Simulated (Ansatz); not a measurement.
Energy difference R1 → P1 + P2, each structure at its B3LYP-D3(BJ)/def2-TZVP stationary point, reached from a drawn start (curvature not checked).
R1, F2Sc (SMILES [F][Sc][F]) (charge 0, multiplicity 2):
```xyz
3

Sc     0.004     0.005    -0.610
F      1.590    -0.006     0.314
F     -1.594     0.001     0.296
```
P1, FSc (SMILES [F][Sc]) (charge 0, multiplicity 1):
| atom | x (Å) | y (Å) | z (Å) |
|---|---|---|---|
| Sc | -0.0089 | -0.0179 | -0.8963 |
| F | 0.0089 | 0.0179 | 0.8963 |
P2: F atom, charge 0, multiplicity 2.

```json
[
 {"level": "HF/def2-TZVPP", "reaction energy (kJ/mol)": "507.9", "cost": "-"},
 {"level": "HF/def2-QZVPP", "reaction energy (kJ/mol)": "509.7", "cost": "-"},
 {"level": "SVWN5/def2-TZVPP", "reaction energy (kJ/mol)": "747.9", "cost": "×0.5"},
 {"level": "PBE/def2-TZVPP", "reaction energy (kJ/mol)": "681.2", "cost": "×1"},
 {"level": "r2SCAN/def2-TZVPP", "reaction energy (kJ/mol)": "689.2", "cost": "×2"},
 {"level": "B3LYP/def2-TZVPP", "reaction energy (kJ/mol)": "645.9", "cost": "×0.5"},
 {"level": "B2PLYP/def2-TZVPP", "reaction energy (kJ/mol)": "641.2", "cost": "×0.9"},
 {"level": "MP2/def2-QZVPP", "reaction energy (kJ/mol)": "670.7", "cost": "-"},
 {"level": "SCS-MP2/def2-SVP", "reaction energy (kJ/mol)": "616.0", "cost": "-"},
 {"level": "SCS-MP2/def2-TZVPP", "reaction energy (kJ/mol)": "632.2", "cost": "-"},
 {"level": "SCS-MP2/def2-QZVPP", "reaction energy (kJ/mol)": "641.3", "cost": "-"},
 {"level": "CCSD/def2-TZVPP", "reaction energy (kJ/mol)": "598.2", "cost": "-"},
 {"level": "CCSD(T)/def2-QZVPP", "reaction energy (kJ/mol)": "618.8", "cost": "×10"},
 {"level": "CCSD(T)/CBS(def2-TZVPP, def2-QZVPP)", "reaction energy (kJ/mol)": "624.5", "cost": "×10"}
]
```

P less R. No zero-point or thermal terms; singlets are restricted closed shells; open shells are unrestricted; no spin–orbit coupling. The spin states of the d-block species are the ones drawn and need not be the lowest.

Cores are frozen in the correlated methods. CBS: X⁻³ extrapolation of the correlation energy, Hartree–Fock from the larger set.

Programs: Ansatz (Gaussian orbitals). Each number belongs to the level named beside it.

Costs are rough ratios of core time to PBE/def2-TZVPP (about 13 s over the structures, on one shared machine); a dash marks a level with no comparable run of its own.

Ansatz is a first-principles code.
